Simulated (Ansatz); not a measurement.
Name a neutral molecule of B, C, Cl, F and H with ideal-gas entropy at 298 K and 1 bar (rigid rotor, harmonic PBE0-D4/def2-TZVP) between 309 and 325 J/(mol·K) and LUMO energy (B3LYP/def2-TZVPP) between -2.70 and -2.40 eV (Ansatz, PBE0-D4/def2-TZVP geometry).

`B/C=C(\F)Cl` (313 J/(mol·K), -2.50 eV); `C=C(F)BCl` (316 J/(mol·K), -2.50 eV). Other molecules can fit too; these were computed, each in one conformer that needn't be the lowest.

B3LYP here is the variant with VWN-RPA as its local correlation; programs differ in this.
